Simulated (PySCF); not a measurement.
**Working out the ionisation energy of O⁺**

O⁺ [He] 2s2 2p3 (4S) → O²⁺ [He] 2s2 2p2 (3P). Calculation: PySCF 2.14, in jorge-DZP-DKH; scalar relativity by spin-free X2C-1e. Frozen: 1s2. Energies in hartree (1 hartree = 27.21139 eV):

| part | O⁺ (lower) | O²⁺ (upper) |
| --- | --- | --- |
| UHF | -74.416621 | -73.139539 |
| CCSD correlation | -0.081106 | -0.077195 |
| (T) | -0.000502 | -0.000540 |

Task: What does Hartree-Fock give?

Result: (-73.139539) − (-74.416621) = 1.277082 hartree = 34.751 eV.

Task: What do CCSD and CCSD(T) give?

Result: The CCSD correlation energies differ by 0.003911 hartree = 0.106 eV and the triples by -0.000038 hartree = -0.001 eV, so CCSD gives 34.857 eV and CCSD(T) 34.856 eV.

Reference: 35.121 eV (measured; NIST Atomic Spectra Database, ionization energies), between the lowest levels; spin-orbit coupling is absent from the calculation.

A double-zeta basis recovers only part of the correlation energy.

What remains against the reference includes basis incompleteness, the frozen core and higher excitations.
